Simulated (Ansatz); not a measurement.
`[Cl][GeH3]` + `C=CC(C)(F)Cl` → `C[C](F)(Cl)[GeH3]` + `C=CCl`  (formal exchange of groups at a Ge–Cl bond)

Isolated molecules relaxed with PBE0-D4/def2-TZVP in Ansatz; ΔE leaves out vibrations. CBS: MP2 limit from def2 TZ/QZ plus the TZ coupled-cluster correction, frozen cores. This one scheme is used for every species. DFT in def2-TZVPP. B3LYP here is the variant with VWN-RPA as its local correlation; programs differ in this. For Ge outer-core shells are correlated without core-valence functions, which leaves a few kJ/mol of doubt a bond. Scalar relativity is left out up to krypton. Each species was taken in one conformer, which may not be the lowest.

**Question.** Is it downhill or uphill in electronic energy at CCSD(T)/CBS, and by how much? (Best estimate.)

**Answer.** Computed: Uphill: ΔE = +134.7 kJ/mol.

**Question.** What do these levels give: PBE, B3LYP, SCS-MP2/def2-TZVPP, CCSD(T)/def2-TZVPP, MP2/def2-QZVPP, MP2/CBS(def2)? (Estimate.)

**Answer.** Ansatz gave: PBE 125.0, B3LYP 135.9, SCS-MP2/def2-TZVPP 140.7, CCSD(T)/def2-TZVPP 137.9, MP2/def2-QZVPP 138.4, MP2/CBS(def2) 136.9 kJ/mol.

Largest T1 diagnostic among the species: 0.011.

From PBE to PBE0 (25 % exact exchange), in def2-TZVPP and without D4, ΔE moves by +11.2 kJ/mol. In def2-TZVPP, CCSD(T) changes the Hartree–Fock value by −25.9 kJ/mol (the triples alone add −3.6 kJ/mol) and MP2 by −23.7 kJ/mol.
